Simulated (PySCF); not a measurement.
Rigid-rotor lines calculated for a species of formula C2H6BFO (commonest isotopes; PBE0-D3(BJ)/def2-SVP geometry optimisation, gas phase (PySCF)), labelled J(Ka,Kc):

```
     transition      MHz
1(1,1) ← 0(0,0)  28637.8
2(0,2) ← 1(0,1)   8006.0
2(1,1) ← 1(1,0)   8105.9
2(1,2) ← 1(1,1)   7906.7
1(0,1) ← 0(0,0)   4003.2
```

Q: Find the rotational constants.

A: 1(0,1) ← 0(0,0) is B + C, 2(1,1) ← 1(1,0) is 3B + C and 2(1,2) ← 1(1,1) is B + 3C, so B − C is half the difference of the last two, 99.6 MHz. 1(1,1) ← 0(0,0) is A + C. A = 26686.0, B = 2051.4, C = 1951.8 MHz.

Q: What moments of inertia, asymmetry and inertial defect follow?

A: I = 505379 MHz·u·Å² over each constant: Ia = 18.94, Ib = 246.36, Ic = 258.93 u·Å²; κ = (2B − A − C)/(A − C) = -0.992 (near-prolate asymmetric top); Δ = Ic − Ia − Ib = -6.37 u·Å².

Q: Which dipole components do these lines need?

A: μa and μb (a-type: ΔKa even, ΔKc odd; b-type: both odd). The calculation gives |μa| = 1.13 D, |μb| = 1.20 D, |μc| = 0.03 D.

Q: Where do these fall, and of which type are they? 3(3,1) ← 3(2,2); 2(2,1) ← 2(1,2); 3(1,3) ← 2(1,2); 3(2,2) ← 2(1,1); 3(2,2) ← 3(1,3); 3(3,1) ← 2(2,0); 3(2,2) ← 2(2,1); 3(2,1) ← 2(1,2); 2(2,0) ← 1(1,1); 2(1,2) ← 1(0,1); 3(3,0) ← 2(2,1); 3(1,2) ← 3(0,3).

A: 
```
     transition     MHz  type  branch
3(1,3) ← 2(1,2)   11860     a       R
3(2,2) ← 2(2,1)   12009     a       R
3(1,2) ← 3(0,3)   24985     b       Q
2(1,2) ← 1(0,1)   32541     b       R
2(2,1) ← 2(1,2)   74203     b       Q
3(2,2) ← 3(1,3)   74352     b       Q
2(2,0) ← 1(1,1)   82110     b       R
3(2,2) ← 2(1,1)   85913     b       R
3(2,1) ← 2(1,2)   86214     b       R
3(3,1) ← 3(2,2)  123422     b       Q
3(3,1) ← 2(2,0)  135432     b       R
3(3,0) ← 2(2,1)  135432     b       R
```

Q: Which structure gave them?

A: `COCBF`. Three constants can't fix a structure by themselves; this is the one that was computed:
```
atom  x, y, z in Å
C1    -1.702    0.443   -0.115
O2    -0.380    0.629    0.278
C3     0.490   -0.338   -0.222
B4     1.968   -0.094    0.235
F5     2.878   -0.972   -0.158
H6    -1.816    0.479   -1.218
H7    -2.305    1.249    0.325
H8    -2.106   -0.529    0.232
H9     0.481   -0.372   -1.337
H10    0.196   -1.368    0.086
H11    2.338    0.836    0.913
```

The values belong to one conformer with, in the numbering `[CH3:1][O:2][CH2:3][BH:4][F:5]`, C1–O2–C3–B4 180°, O2–C3–B4–F5 179°. No frequency check. Constants of a rigid frame at the computed geometry: no zero-point averaging, no centrifugal distortion. A rigid rotor knows nothing of internal rotation, which can split or shift real lines. Quadrupole hyperfine structure (11B) is left out.

The run took 40 s of wall time on Arm Neoverse V1, one thread, no GPU (shared host), and the process peaked at 0.40 GiB of memory. That covers the optimisation of the geometry.
